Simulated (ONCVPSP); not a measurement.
**What one change does to a pseudopotential (tungsten (W), ONCV)**

ONCVPSP 4.0.1 input, shortened (lines: element, Z, core and valence counts, functional; n l f; lmax; l rc ep ncon nbas qcut; lloc lpopt rc5 dvloc0; l nproj debl; icmod fcfact rcfact), PBE, scalar-relativistic:

```
  W 74.00   11    3        4      upf
    1    0    2.00
    2    0    2.00
    2    1    6.00
    3    0    2.00
    3    1    6.00
    3    2   10.00
    4    0    2.00
    4    1    6.00
    4    2   10.00
    4    3   14.00
    5    0    2.00
    5    1    6.00
    5    2    5.00
    6    0    1.00
    2
    0    3.00    0.00    3    6    2.40
    1    1.20    0.00    4    8    6.80
    2    2.80    0.00    3    8    4.80
    4    4    0.90    1.00
    0    2    2.10
    1    2    2.60
    2    3    2.90
    1    0.30    0.00
```

All-electron outer shells of the reference configuration (PBE, scalar-relativistic, ld1.x):

```tsv
shell	level (eV)	outermost node (bohr)	outermost maximum (bohr)
5p	-41.41	0.57	1.09
4f	-31.24	–	0.43
6s	-5.15	1.29	2.71
5d	-3.32	0.63	1.52
```

Change: p: qcut 5.1.

Cutoffs: the cutoffs (Ha) at which the residual kinetic energy of the hardest occupied pseudo-wave falls to 1 and 0.1 mHa per electron; they do not see the model core or the augmentation charge, which bear on the density cutoff. Errors are all-electron minus pseudo energies relative to the spin-unpolarised reference configuration.

Problem. What does the change do?

Solution. The potential gets harder (77 Ha and 137 Ha → 128 Ha and 149 Ha); both files keep a bound ghost (s); the errors of the 4 common tests hardly move.

| quantity | base | changed |
| --- | --- | --- |
| cutoff, loose | 77 Ha | 128 Ha |
| cutoff, tight | 137 Ha | 149 Ha |
| loose cutoff by channel | s 2.6 Ha, p 77 Ha, d 8.7 Ha | s 2.6 Ha, p 128 Ha, d 8.7 Ha |
| bound ghosts | s | s |
| GHOST(+) flags under 300 eV | s at 55.8 eV, d at 233.9 eV | s at 55.8 eV, d at 233.9 eV |
| error for 5p6 5d4 6s2, meV [ΔE -1.54 eV] | +29 | +29 |
| error for 5p6 5d4 6s1, meV [ΔE 7.34 eV] | +17 | +17 |
| error for 5p6 5d4 6s0, meV [ΔE 23.02 eV] | -25 | -25 |
| error for 5p6 5d3 6s2 6p1, meV [ΔE 2.48 eV] | +141 | +141 |
| s: phases at 3.04 bohr within 0.05 rad from the reference energy up to (Ha; the scan ends near 5) | 2.0 | 2.0 |
| p: phases at 1.22 bohr within 0.05 rad from the reference energy up to (Ha; the scan ends near 5) | to the end of the scan | to the end of the scan |
| d: phases at 2.85 bohr within 0.05 rad from the reference energy up to (Ha; the scan ends near 5) | to the end of the scan | to the end of the scan |
| rms error of d²Exc/dni dnj with the model core, mHa | 0.76 | 0.75 |

 A true bound ghost makes a file unfit for plane-wave use even where its test errors are small: the radial tests pick states by their node count and pass the ghost by.
